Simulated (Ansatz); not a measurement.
The cluster Sn₄Se₄. Total charge 0; quintet. Geometry PBE-D4/def2-SVP; atoms count from 1.

```tsv
atom	x (Å)	y (Å)	z (Å)
Sn1	-1.494	-1.615	1.224
Sn2	2.354	0.790	0.450
Sn3	0.398	-1.319	-2.109
Sn4	-1.257	2.145	0.434
Se5	0.079	0.577	2.185
Se6	0.690	1.478	-1.566
Se7	1.235	-1.851	0.411
Se8	-2.003	-0.205	-1.031
```

In the def2 sets Sn takes a core potential; there is no spin–orbit coupling. At PBE0-D4/def2-SVP a singlet of charge 0 lies 4.42 eV below the quintet, each at its own geometry. The structure comes from a short search, and lower isomers may exist.

**Question.** Estimate the Mulliken populations from the PBE0/def2-SVP orbitals of Ansatz.

**Answer.** 
| atom | charge (e) | spin (α − β) |
| --- | --- | --- |
| Sn1 | 0.36 | 0.54 |
| Sn2 | 0.35 | 0.56 |
| Sn3 | 0.36 | 0.54 |
| Sn4 | 0.35 | 0.56 |
| Se5 | -0.36 | 0.45 |
| Se6 | -0.36 | 0.45 |
| Se7 | -0.36 | 0.45 |
| Se8 | -0.36 | 0.45 |
Mulliken values and Mayer orders depend strongly on the basis.

**Question.** Where does the spin sit?

**Answer.** Summed by element: Sn 2.20, Se 1.80, of 4 unpaired in all. Largest on single atoms: Sn4 0.56, Sn2 0.56, Sn3 0.54.

**Question.** And the Mayer bond orders between bonded heavy atoms (over 0.3)?

**Answer.** Sn1–Se5 0.50 (2.86 Å); Sn1–Se7 0.51 (2.86 Å); Sn1–Se8 0.75 (2.71 Å); Sn2–Se5 0.49 (2.87 Å); Sn2–Se6 0.75 (2.70 Å); Sn2–Se7 0.49 (2.87 Å); Sn3–Se6 0.50 (2.86 Å); Sn3–Se7 0.75 (2.71 Å); Sn3–Se8 0.51 (2.86 Å); Sn4–Se5 0.75 (2.70 Å); Sn4–Se6 0.49 (2.87 Å); Sn4–Se8 0.49 (2.87 Å).
